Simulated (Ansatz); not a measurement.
Pulling on the Al1–H2 bond in AlH5Si (SMILES [AlH2][SiH3]) (multiplicity 1 held, fragments rigid). Energies count from the point at 1.583 Å.
Geometry at that point (charge 0, multiplicity 1):
```xyz
7

Al     0.0339    -0.6045    -1.1593
H     -1.2881    -0.7373    -2.0206
H      1.3858    -1.1878    -1.7414
Si    -0.0279     0.5276     1.0239
H     -0.0393     2.0039     0.8270
H      1.1451     0.2081     1.8784
H     -1.2539     0.1849     1.7925
```

R- and RO- levels are restricted; in cc, def2 and unpolarised 6-31G sets they are followed outwards from rest. Unrestricted levels (U-) break spin symmetry where that is lower. Active spaces are followed from a long bond inwards. Levels need not reach the same state.

Correlated levels freeze the cores.

Programs: Ansatz (Gaussian orbitals). Each number belongs to the level named beside it.

```
level                                    energy at R = 5.067 Å (kcal/mol)
---------------------------------------  --------------------------------
U-HF/cc-pV(T+d)Z                                                    66.49
U-PBE/cc-pV(T+d)Z                                                   80.13
R-r2SCAN/cc-pV(T+d)Z                                               112.23
R-MP2/cc-pV(T+d)Z                                                       ?
U-MP2/cc-pV(T+d)Z                                                   82.33
R-SCS-MP2/cc-pV(T+d)Z                                              113.53
U-CCSD(T)/cc-pV(T+d)Z                                               85.09
SC-NEVPT2 on CASSCF(2,2)/cc-pV(T+d)Z                                81.39
FIC-MRCISD+Q on CASSCF(2,2)/cc-pV(T+d)Z                             85.17
```

Question: Complete the blanks.

Answer: 
- R-MP2/cc-pV(T+d)Z, energy at R = 5.067 Å (kcal/mol): 119.06

Doubts at one or more of the structures used: a spin-contaminated determinant (U-HF/cc-pV(T+d)Z, U-PBE/cc-pV(T+d)Z, U-MP2/cc-pV(T+d)Z, U-CCSD(T)/cc-pV(T+d)Z); a restricted determinant that unrestricted orbitals would lower (R-r2SCAN/cc-pV(T+d)Z, R-MP2/cc-pV(T+d)Z, R-SCS-MP2/cc-pV(T+d)Z).

Ansatz is an electronic-structure program.
